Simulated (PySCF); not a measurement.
Job file and geometry (Å, from GFN2-xTB) of an NMR shielding run on `CC[C@](F)(C[SiH3])[SiH2]F`, C₄H₁₂F₂Si₂, PySCF, GIAO PBE0/pcSseg-1 NMR shielding, non-relativistic, gas phase; density fitting, a coarse starting grid and PySCF grid level 2 are the driver's defaults:

```
$ OMP_NUM_THREADS=1 python probes_run.py task.json out

{"job": {"kind": "nmr", "xc": "PBE0", "basis": "pcSseg-1"}, "charge": 0, "multiplicity": 1}
C     -1.568130     1.669875    -0.658754
C     -0.983820     1.223690     0.673868
C     -0.119310    -0.037027     0.563174
F      0.286474    -0.319705     1.892849
C      1.145056     0.207257    -0.254055
Si     2.555697    -1.034850     0.067646
Si    -1.112223    -1.588246     0.001810
F     -1.009133    -1.661313    -1.607474
H     -0.780036     1.929641    -1.361103
H     -2.174454     0.881299    -1.100699
H     -2.195780     2.546440    -0.514208
H     -1.791734     1.022520     1.382364
H     -0.372498     2.026691     1.096859
H      1.517988     1.212940    -0.037007
H      0.879409     0.188796    -1.311218
H      2.918932    -1.043821     1.481583
H      3.695678    -0.586347    -0.738566
H      2.143557    -2.372778    -0.365800
H     -2.533822    -1.448144     0.280321
H     -0.507000    -2.806240     0.505374
```

Problem. What does the program print?

Solution. 
```
coarse grid: 17208 points
cycle   1  E = -937.5195532639  dE =  4.770e-01  |g| = 7.384e-01  |ddm| = 3.829e+00
cycle   2  E = -937.4330083671  dE =  8.654e-02  |g| = 1.078e+00  |ddm| = 1.343e+00
cycle   3  E = -937.6155738441  dE = -1.826e-01  |g| = 8.553e-02  |ddm| = 8.322e-01
cycle   4  E = -937.6167814946  dE = -1.208e-03  |g| = 3.773e-02  |ddm| = 9.474e-02
cycle   5  E = -937.6171125520  dE = -3.311e-04  |g| = 6.192e-03  |ddm| = 3.795e-02
cycle   6  E = -937.6171194467  dE = -6.895e-06  |g| = 3.122e-03  |ddm| = 8.365e-03
final grid: 156360 points
cycle   7  E = -937.6768548162  dE = -4.922e-05  |g| = 1.136e-02  |ddm| = 3.163e-02
cycle   8  E = -937.6768240647  dE =  3.075e-05  |g| = 1.709e-02  |ddm| = 2.254e-02
cycle   9  E = -937.6768828562  dE = -5.879e-05  |g| = 1.316e-03  |ddm| = 1.310e-02
cycle  10  E = -937.6768831554  dE = -2.992e-07  |g| = 3.367e-04  |ddm| = 1.263e-03
cycle  11  E = -937.6768831752  dE = -1.982e-08  |g| = 6.595e-05  |ddm| = 3.098e-04
cycle  12  E = -937.6768831761  dE = -8.977e-10  |g| = 2.153e-05  |ddm| = 8.689e-05
converged SCF energy = -937.6768831761

GIAO shielding tensors (ppm)
atom      isotropic    diamagn.    paramagn.     s11        s22        s33       span
  0 C      176.267     250.274     -74.007    168.625    174.520    185.656     17.031
  1 C      145.623     247.498    -101.876    128.979    137.382    170.507     41.528
  2 C       88.103     251.585    -163.482     51.986     60.577    151.746     99.760
  3 F      363.979     478.563    -114.583    318.114    370.024    403.800     85.686
  4 C      165.912     254.180     -88.267    151.845    156.451    189.441     37.596
  5 Si     427.091     879.870    -452.779    407.823    413.557    459.892     52.069
  6 Si     348.326     879.607    -531.281    320.886    327.341    396.752     75.866
  7 F      392.503     471.729     -79.226    365.973    374.132    437.405     71.432
  8 H       30.805      31.759      -0.954     26.040     30.665     35.711      9.671
  9 H       30.766      31.294      -0.528     25.815     30.446     36.037     10.222
 10 H       30.495      28.406       2.089     25.848     27.107     38.529     12.681
 11 H       29.513      31.912      -2.400     25.615     28.225     34.697      9.082
 12 H       29.974      32.071      -2.097     26.147     29.284     34.491      8.345
 13 H       30.531      33.104      -2.573     25.486     30.758     35.350      9.865
 14 H       30.097      33.653      -3.556     26.272     29.559     34.461      8.189
 15 H       27.595      29.258      -1.663     23.554     26.642     32.588      9.035
 16 H       27.829      28.489      -0.660     24.283     25.408     33.798      9.514
 17 H       27.601      29.153      -1.552     23.537     26.855     32.409      8.872
 18 H       26.774      29.901      -3.127     23.935     25.027     31.360      7.424
 19 H       26.483      30.034      -3.550     23.838     24.686     30.926      7.088
```

Problem. Turn these shieldings into chemical shifts. Scale: ¹³C (186.93 ppm), ²⁹Si (349.16 ppm), ¹H (31.72 ppm) vs TMS; ¹⁹F (170.95 ppm) against CFCl3 (reference shieldings calculated alike).

Solution. Averaging equivalent atoms: C 2: 98.8; C 1: 41.3; C 4: 21.0; C 0: 10.7; F 3: -193.0; F 7: -221.6; Si 6: 0.8; Si 5: -77.9; H 19: 5.23; H 18: 4.94; H 15/16/17: 4.04; H 11: 2.20; H 12: 1.74; H 14: 1.62; H 13: 1.19; H 8/9/10: 1.03 ppm. Unscaled 19F shifts against computed CFCl3 carry errors that often reach 10 to 50 ppm.

Size and cost of the density-fitted run: 210 basis functions, 45 s wall time on 1 thread of an Arm Neoverse V1, shared host; peak memory 0.96 GiB.
